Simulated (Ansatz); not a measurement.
Ideal-gas functions of CH₅BSeSi, SMILES `[SeH][SiH]1BC1` at 500 K and 1 bar, from an Ansatz frequency run at PBE0-D4/def2-TZVP.

Molar mass 134.91 g/mol, point group C1 (symmetry number 1), electronic degeneracy 1, moments of inertia 40.634, 331.536, 338.612 u Å². Harmonic wavenumbers (cm⁻¹, unscaled): 132, 164, 188, 274, 383, 553, 569, 645, 652, 751, 786, 854, 874, 990, 1193, 1448, 2255, 2445, 2702, 3099, 3155.

Use S(trans) = R[1.5 ln M + 2.5 ln T − 1.1517]; rotational temperatures θ = 24.2544 K / I; S(rot) = R[ln(√π/σ · √(T³/θAθBθC)) + 1.5]; for each mode x = 1.438777 ν̃/T, S = R[x/(eˣ − 1) − ln(1 − e⁻ˣ)] and H = RT x/(eˣ − 1); 1 cm⁻¹ = 0.0119627 kJ/mol; R = 8.31446 J/(mol·K).

Task: By hand: the entropy, in J/(mol·K).

Result: Translation 180.8. Rotation: θ = 0.5969, 0.0732, 0.0716 K, giving 118.7. Vibration, mode by mode: 16.41, 14.63, 13.52, 10.50, 7.91, 5.28, 5.09, 4.27, 4.20, 3.36, 3.10, 2.66, 2.54, 1.95, 1.23, 0.68, 0.09, 0.06, 0.03, 0.01, 0.01, in all 97.5. Electronic 0.0. Sum 397.0 J/(mol·K).

Task: By hand: H − E and G − E in kJ/mol, counted from the electronic energy.

Result: Zero-point energy ½ × 24112 × 0.0119627 = 144.2; thermal vibration 26.7; translation, rotation and pV give 4 RT = 16.6. H − E = 187.5 kJ/mol, and G − E = 187.5 − 500 × 397.0/1000 = -11.0 kJ/mol.

Vibration gives 25 % of the entropy, 16.4 J/(mol·K) of it from the mode under 150 cm⁻¹: soft modes count most, and the harmonic formula is weakest for them. The sum counts one conformer and one mirror image; others add a mixing term.
